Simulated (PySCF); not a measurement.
CHN, charge +1, doublet, at a GFN2-xTB geometry (a state made from the parent by changing its charge; the spin is typed, not shown lowest), atoms displaced at random by about 0.1 Å a coordinate; B3LYP/STO-3G in PySCF.

PySCF was given this input:
```python
from pyscf import gto, scf, dft
from pyscf.geomopt import geometric_solver

mol = gto.Mole()
mol.atom = '''
    C     0.090025   -0.123081   -0.546649
    N    -0.067995   -0.008221    0.613057
    H    -0.194997    0.010344   -1.434701
'''
mol.basis = 'sto-3g'
mol.charge = 1
mol.spin = 1
mol.verbose = 3
mol.build()

def method(m):
    mf = dft.UKS(m)
    mf.xc = 'b3lyp'
    return mf

conv, mol_eq = geometric_solver.kernel(method(mol), maxsteps=100, convergence_set='GAU_VERYTIGHT')
print('optimisation converged:', conv)
print(mol_eq.tostring(format='xyz'))
mf = method(mol_eq)
mf.kernel()
```

Question: Write the output that PySCF gives for this input, abridged.

Answer: 
```
Custom engine selected.
Bonds will be generated from interatomic distances less than 1.20 times sum of covalent radii
9 internal coordinates being used (instead of 9 Cartesians)
Internal coordinate system (atoms numbered from 1):
Distance 1-2
Distance 1-3
Angle 2-1-3
Translation-X 1-3
Translation-Y 1-3
Translation-Z 1-3
Rotation-A 1-3
Rotation-B 1-3
Rotation-C 1-3
<class 'geometric.internal.Distance'> : 2
<class 'geometric.internal.Angle'> : 1
<class 'geometric.internal.TranslationX'> : 1
<class 'geometric.internal.TranslationY'> : 1
<class 'geometric.internal.TranslationZ'> : 1
<class 'geometric.internal.RotationA'> : 1
<class 'geometric.internal.RotationB'> : 1
<class 'geometric.internal.RotationC'> : 1
> ===== Optimization Info: ====
> Job type: Energy minimization
> Maximum number of optimization cycles: 100
> Initial / maximum trust radius (Angstrom): 0.100 / 0.300
> Convergence Criteria:
> Will converge when all 5 criteria are reached:
>  |Delta-E| < 1.00e-06
>  RMS-Grad  < 1.00e-06
>  Max-Grad  < 2.00e-06
>  RMS-Disp  < 4.00e-06
>  Max-Disp  < 6.00e-06
> === End Optimization Info ===

Geometry optimization cycle 1
Cartesian coordinates (Angstrom)
 Atom        New coordinates             dX        dY        dZ
   C   0.090025  -0.123081  -0.546649    0.000000  0.000000  0.000000
   N  -0.067995  -0.008221   0.613057    0.000000  0.000000  0.000000
   H  -0.194997   0.010344  -1.434701    0.000000  0.000000  0.000000

WARN: Mole.unit (angstrom) is changed to Bohr

converged SCF energy = -91.6958195088261  <S^2> = 0.75701548  2S+1 = 2.0070032
--------------- UKS_Scanner gradients ---------------
         x                y                z
0 C    -0.0777049082     0.0408786471    -0.0600881054
1 N     0.0149271797    -0.0122958093    -0.1677536424
2 H     0.0627722832    -0.0285862261     0.2278398902
----------------------------------------------
cycle 1: E = -91.6958195088  dE = -91.6958  norm(grad) = 0.31065
Step    0 : Gradient = 1.794e-01/2.381e-01 (rms/max) Energy = -91.6958195088
[...]
Geometry optimization cycle 2
Cartesian coordinates (Angstrom)
 Atom        New coordinates             dX        dY        dZ
   C   0.090668  -0.122603  -0.513724    0.000643  0.000478  0.032925
   N  -0.057402  -0.011461   0.714058    0.010593 -0.003240  0.101001
   H  -0.206195   0.013129  -1.568615   -0.011198  0.002785 -0.133914
converged SCF energy = -91.7480655872387  <S^2> = 0.76050017  2S+1 = 2.0104728
--------------- UKS_Scanner gradients ---------------
         x                y                z
0 C    -0.0091642632     0.0059673576     0.0392627485
1 N     0.0047596731    -0.0043378150    -0.0700991746
2 H     0.0043919172    -0.0016305597     0.0308415856
----------------------------------------------
cycle 2: E = -91.7480655872  dE = -0.0522461  norm(grad) = 0.0871187
Step    1 : Displace = 9.912e-02/1.344e-01 (rms/max) Trust = 1.000e-01 (=) Grad = 5.030e-02/7.039e-02 (rms/max) E (change) = -91.7480655872 (-5.225e-02) Quality = 0.906
[...]
Geometry optimization cycle 3
Cartesian coordinates (Angstrom)
 Atom        New coordinates             dX        dY        dZ
   C   0.073740  -0.113343  -0.515978   -0.016927  0.009261 -0.002254
   N  -0.047296  -0.015704   0.755337    0.010106 -0.004243  0.041278
   H  -0.198905   0.008132  -1.607854    0.007291 -0.004997 -0.039239
converged SCF energy = -91.7528659056701  <S^2> = 0.75864617  2S+1 = 2.0086276
--------------- UKS_Scanner gradients ---------------
         x                y                z
0 C     0.0026363404    -0.0012753252     0.0065551794
1 N    -0.0015670905     0.0004216008    -0.0171388551
2 H    -0.0010740855     0.0008491919     0.0105920184
----------------------------------------------
cycle 3: E = -91.7528659057  dE = -0.00480032  norm(grad) = 0.0214939
Step    2 : Displace = 3.568e-02/4.287e-02 (rms/max) Trust = 1.414e-01 (+) Grad = 1.241e-02/1.722e-02 (rms/max) E (change) = -91.7528659057 (-4.800e-03) Quality = 1.295
[...]
Geometry optimization cycle 4
Cartesian coordinates (Angstrom)
 Atom        New coordinates             dX        dY        dZ
   C   0.046413  -0.098294  -0.514531   -0.027327  0.015049  0.001447
   N  -0.033448  -0.022357   0.778063    0.013848 -0.006653  0.022726
   H  -0.185144  -0.000059  -1.632447    0.013760 -0.008192 -0.024593
converged SCF energy = -91.7538513581219  <S^2> = 0.7561742  2S+1 = 2.0061647
--------------- UKS_Scanner gradients ---------------
         x                y                z
0 C     0.0048361081    -0.0026962195    -0.0023599091
1 N    -0.0023644926     0.0013235056     0.0015585556
2 H    -0.0024635320     0.0013632448     0.0008095093
----------------------------------------------
cycle 4: E = -91.7538513581  dE = -0.000985452  norm(grad) = 0.0073879
Step    3 : Displace = 2.937e-02/3.132e-02 (rms/max) Trust = 2.000e-01 (+) Grad = 4.265e-03/6.019e-03 (rms/max) E (change) = -91.7538513581 (-9.855e-04) Quality = 1.303
[...]
Geometry optimization cycle 5
Cartesian coordinates (Angstrom)
 Atom        New coordinates             dX        dY        dZ
   C   0.018003  -0.082644  -0.512453   -0.028410  0.015650  0.002078
   N  -0.020433  -0.028864   0.788494    0.013014 -0.006508  0.010432
   H  -0.170023  -0.008713  -1.645450    0.015121 -0.008654 -0.013004
converged SCF energy = -91.7542160575657  <S^2> = 0.75419725  2S+1 = 2.0041929
--------------- UKS_Scanner gradients ---------------
         x                y                z
0 C     0.0037159824    -0.0020908998    -0.0025754881
1 N    -0.0015798423     0.0009956998     0.0055313676
2 H    -0.0021270672     0.0010849172    -0.0029566623
----------------------------------------------
cycle 5: E = -91.7542160576  dE = -0.000364699  norm(grad) = 0.00856389
Step    4 : Displace = 2.481e-02/3.240e-02 (rms/max) Trust = 2.828e-01 (+) Grad = 4.944e-03/5.838e-03 (rms/max) E (change) = -91.7542160576 (-3.647e-04) Quality = 1.458
Updating Hessian using 4 steps from history
[...]
Geometry optimization cycle 6
[...]
converged SCF energy = -91.7546019259518  <S^2> = 0.75124906  2S+1 = 2.0012487
Step   88 : Displace = 3.136e-07/4.423e-07 (rms/max) Trust = 4.000e-07 (-) Grad = 1.348e-06/1.895e-06 (rms/max) E (change) = -91.7546019260 (-1.092e-09) Quality = 37.136
converged SCF energy = -91.7546019259718  <S^2> = 0.75124906  2S+1 = 2.0012487
Step   89 : Displace = 5.992e-07/8.467e-07 (rms/max) Trust = 5.657e-07 (+) Grad = 1.331e-06/1.867e-06 (rms/max) E (change) = -91.7546019260 (-2.001e-11) Quality = 0.377
converged SCF energy = -91.7546019259913  <S^2> = 0.75124906  2S+1 = 2.0012487
Step   90 : Displace = 5.653e-07/7.987e-07 (rms/max) Trust = 5.657e-07 (=) Grad = 1.298e-06/1.815e-06 (rms/max) E (change) = -91.7546019260 (-1.948e-11) Quality = 0.361
converged SCF energy = -91.7546019257765  <S^2> = 0.75124906  2S+1 = 2.0012487
Step   91 : Displace = 3.879e-07/5.481e-07 (rms/max) Trust = 5.657e-07 (=) Grad = 2.321e-06/3.136e-06 (rms/max) E (change) = -91.7546019258 (+2.148e-10) Quality = -5.483
converged SCF energy = -91.7546019260099  <S^2> = 0.75124906  2S+1 = 2.0012487
Step   92 : Displace = 4.052e-07/4.927e-07 (rms/max) Trust = 4.000e-07 (-) Grad = 1.282e-06/1.799e-06 (rms/max) E (change) = -91.7546019260 (-2.334e-10) Quality = 18.164
converged SCF energy = -91.7546019260331  <S^2> = 0.75124907  2S+1 = 2.0012487
Step   93 : Displace = 6.009e-07/8.361e-07 (rms/max) Trust = 5.657e-07 (+) Grad = 1.269e-06/1.770e-06 (rms/max) E (change) = -91.7546019260 (-2.326e-11) Quality = 0.380
converged SCF energy = -91.7546019260301  <S^2> = 0.75124907  2S+1 = 2.0012487
Step   94 : Displace = 5.903e-07/8.199e-07 (rms/max) Trust = 5.657e-07 (=) Grad = 1.517e-06/2.106e-06 (rms/max) E (change) = -91.7546019260 (+3.013e-12) Quality = -0.043
[...]
converged SCF energy = -91.754601926071  <S^2> = 0.75124907  2S+1 = 2.0012487
--------------- UKS_Scanner gradients ---------------
         x                y                z
0 C    -0.0000000342    -0.0000011050    -0.0000001150
1 N    -0.0000046891     0.0000041961     0.0000005332
2 H     0.0000000553     0.0000007075    -0.0000002778
----------------------------------------------
cycle 96: E = -91.7546019261  dE = -4.09273e-11  norm(grad) = 6.45719e-06
Step   95 : Displace = 2.567e-07/3.551e-07 (rms/max) Trust = 4.000e-07 (-) Grad = 1.271e-06/1.774e-06 (rms/max) E (change) = -91.7546019261 (-4.093e-11) Quality = 1.338
[...]
Geometry optimization cycle 97
Cartesian coordinates (Angstrom)
 Atom        New coordinates             dX        dY        dZ
   C  -0.060500  -0.039054  -0.508590   -0.000001  0.000001  0.000000
   N   0.025575  -0.050422   0.790744    0.000010 -0.000008 -0.000001
   H  -0.136234  -0.029002  -1.651052   -0.000009  0.000007  0.000001
converged SCF energy = -91.7546019260961  <S^2> = 0.75124907  2S+1 = 2.0012487
--------------- UKS_Scanner gradients ---------------
         x                y                z
0 C    -0.0000001013    -0.0000010337     0.0000002518
1 N    -0.0000046488     0.0000041581     0.0000002550
2 H     0.0000000847     0.0000006772    -0.0000003652
----------------------------------------------
cycle 97: E = -91.7546019261  dE = -2.50253e-11  norm(grad) = 6.38021e-06
Step   96 : Displace = 6.395e-07/9.007e-07 (rms/max) Trust = 5.657e-07 (+) Grad = 1.260e-06/1.713e-06 (rms/max) E (change) = -91.7546019261 (-2.503e-11) Quality = 0.363
[...]
Geometry optimization cycle 98
Cartesian coordinates (Angstrom)
 Atom        New coordinates             dX        dY        dZ
   C  -0.060501  -0.039053  -0.508590   -0.000001  0.000001  0.000000
   N   0.025586  -0.050431   0.790743    0.000011 -0.000009 -0.000001
   H  -0.136244  -0.028994  -1.651051   -0.000010  0.000008  0.000001
converged SCF energy = -91.7546019261064  <S^2> = 0.75124907  2S+1 = 2.0012487
--------------- UKS_Scanner gradients ---------------
         x                y                z
0 C    -0.0000001294    -0.0000009878     0.0000004216
1 N    -0.0000046714     0.0000041437    -0.0000004373
2 H     0.0000001382     0.0000006488     0.0000001585
----------------------------------------------
cycle 98: E = -91.7546019261  dE = -1.02887e-11  norm(grad) = 6.38897e-06
Step   97 : Displace = 5.875e-07/8.263e-07 (rms/max) Trust = 5.657e-07 (=) Grad = 1.327e-06/1.833e-06 (rms/max) E (change) = -91.7546019261 (-1.029e-11) Quality = 0.141
[...]
Geometry optimization cycle 99
Cartesian coordinates (Angstrom)
 Atom        New coordinates             dX        dY        dZ
   C  -0.060502  -0.039052  -0.508590   -0.000001  0.000001  0.000000
   N   0.025594  -0.050438   0.790743    0.000008 -0.000007 -0.000001
   H  -0.136251  -0.028988  -1.651051   -0.000008  0.000006  0.000001
converged SCF energy = -91.7546019261412  <S^2> = 0.75124906  2S+1 = 2.0012487
--------------- UKS_Scanner gradients ---------------
         x                y                z
0 C    -0.0000000975    -0.0000009860     0.0000003974
1 N    -0.0000046584     0.0000041445     0.0000000528
2 H     0.0000000953     0.0000006486    -0.0000003064
----------------------------------------------
cycle 99: E = -91.7546019261  dE = -3.48308e-11  norm(grad) = 6.36739e-06
Step   98 : Displace = 3.737e-07/5.280e-07 (rms/max) Trust = 4.000e-07 (-) Grad = 1.269e-06/1.709e-06 (rms/max) E (change) = -91.7546019261 (-3.483e-11) Quality = 0.624
[...]
Geometry optimization cycle 100
Cartesian coordinates (Angstrom)
 Atom        New coordinates             dX        dY        dZ
   C  -0.060503  -0.039052  -0.508590   -0.000001  0.000001  0.000000
   N   0.025602  -0.050445   0.790742    0.000008 -0.000006 -0.000001
   H  -0.136258  -0.028982  -1.651050   -0.000007  0.000006  0.000001
converged SCF energy = -91.7546019261585  <S^2> = 0.75124906  2S+1 = 2.0012487
--------------- UKS_Scanner gradients ---------------
         x                y                z
0 C    -0.0000001013    -0.0000009653     0.0000003544
1 N    -0.0000046460     0.0000041352     0.0000001852
2 H     0.0000000887     0.0000006395    -0.0000003949
----------------------------------------------
cycle 100: E = -91.7546019262  dE = -1.73515e-11  norm(grad) = 6.35298e-06
Step   99 : Displace = 3.972e-07/5.584e-07 (rms/max) Trust = 4.000e-07 (=) Grad = 1.262e-06/1.691e-06 (rms/max) E (change) = -91.7546019262 (-1.735e-11) Quality = 0.325
[...]
Geometry optimization cycle 101
Cartesian coordinates (Angstrom)
 Atom        New coordinates             dX        dY        dZ
   C  -0.060504  -0.039051  -0.508590   -0.000001  0.000001  0.000000
   N   0.025610  -0.050451   0.790742    0.000008 -0.000006 -0.000001
   H  -0.136266  -0.028977  -1.651050   -0.000007  0.000006  0.000001
converged SCF energy = -91.7546019257037  <S^2> = 0.75124907  2S+1 = 2.0012487
--------------- UKS_Scanner gradients ---------------
         x                y                z
0 C    -0.0000000830    -0.0000009471     0.0000006525
1 N    -0.0000048483     0.0000041549    -0.0000029051
2 H     0.0000002746     0.0000006040     0.0000023983
----------------------------------------------
cycle 101: E = -91.7546019257  dE = 4.54833e-10  norm(grad) = 7.53197e-06
Step  100 : Displace = 3.972e-07/5.578e-07 (rms/max) Trust = 4.000e-07 (=) Grad = 2.663e-06/3.606e-06 (rms/max) E (change) = -91.7546019257 (+4.548e-10) Quality = -8.514
[...]
Maximum iterations reached (100); increase --maxiter for more
Geometry optimization failed to converge in 100 iterations
optimisation converged: False
3
XYZ from PySCF
C          -0.06050367       -0.03905122       -0.50858958
N           0.02561010       -0.05045104        0.79074163
H          -0.13626562       -0.02897660       -1.65104963

converged SCF energy = -91.7546019915823  <S^2> = 0.75124902  2S+1 = 2.0012486
```

The run did not converge; its last values are not results.
